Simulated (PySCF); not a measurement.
C₄H₄N, SMILES c1[c]c[nH]c1, multiplicity 2.

Geometry: r2SCAN-D4/def2-SVP. The isomer is the one that the SMILES or the coordinates give; other isomers of the formula were not compared.

Computed with TDA-M06-2X/def2-SVPD run with PySCF.

Vertical excitations. Isolated molecule, no solvent.

| state | energy (eV) | λ (nm) | f | main pairs |
|---|---|---|---|---|
| root 1 | 1.79 | 692 | 0.002 | β HOMO→LUMO 78 %, β HOMO−1→LUMO 16 % |
| root 2 | 2.92 | 424 | 0.001 | β HOMO−1→LUMO 79 %, β HOMO→LUMO 18 % |
| root 3 | 4.67 | 265 | 0.000 | α HOMO→LUMO+1 46 %, β HOMO→LUMO+2 49 % |
| root 4 | 5.61 | 221 | 0.001 | α HOMO−1→LUMO+1 30 %, α HOMO→LUMO+5 11 %, β HOMO−1→LUMO+2 49 % |
| root 5 | 5.86 | 212 | 0.000 | β HOMO→LUMO+1 97 % |
| root 6 | 6.05 | 205 | 0.000 | α HOMO→LUMO 97 % |
| root 7 | 6.06 | 205 | 0.007 | β HOMO−2→LUMO 87 % |
| root 8 | 6.35 | 195 | 0.005 | α HOMO→LUMO+5 41 %, α HOMO−1→LUMO+1 7 %, β HOMO→LUMO+6 33 %, β HOMO−1→LUMO+2 6 % |
| root 9 | 6.54 | 190 | 0.005 | α HOMO−2→LUMO+1 77 %, α HOMO−2→LUMO+5 18 % |
| root 10 | 6.66 | 186 | 0.008 | β HOMO−1→LUMO+1 67 %, β HOMO→LUMO+3 28 % |
Unrestricted roots are not spin-pure.
